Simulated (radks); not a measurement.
Species: Cd8+. Configuration: [Kr] 4d4 (the NIST ground configuration). All-electron calculation, scalar-relativistic Kohn-Sham, r2SCAN, spin-polarised, spherical densities, finite nucleus; open shells are filled with parallel spins first (spin-orbit coupling, left out, can overturn this in heavy ions); meta-GGA in the generalised Kohn-Sham scheme; Fermi nuclear charge, rms radius 4.6087 fm. Program: a radial shooting solver on a logarithmic mesh with Libxc functionals. Some entries of the table are withheld. Estimate them.

orbital  occ.  eigenvalue (hartree)  r(max) (bohr)
1s down     1             -982.0936        0.01968
1s up       1             -982.0928        0.01968
2s up       1             -151.0392         0.1112
2s down     1             -150.9734         0.1111
2p up       3             -135.9797        0.08902
2p down     3             -135.9310        0.08900
3s up       1             -32.72245         0.3230
3s down     1             -32.70616         0.3232
3p up       3             -27.74887         0.3164
3p down     3             -27.72503         0.3166
3d up       5             -20.00372         0.2657
3d down     5             -19.95345         0.2660
4s up       1              -9.11742         0.7853
4s down     1              -8.89132         0.7820
4p up       3                   (1)         0.8259
4p down     3                   (2)         0.8231
4d up       4              -5.23187         0.9031
4d down     0              -4.99039         0.9009
5s up       0              -3.62091          1.690
5s down     0              -3.43062          1.713
5p up       0              -3.11281            (3)
5p down     0              -2.93988            (4)

Answer. 
(1) 4p up eigenvalue (hartree): -7.56996
(2) 4p down eigenvalue (hartree): -7.33724
(3) 5p up r(max) (bohr): 1.849
(4) 5p down r(max) (bohr): 1.907
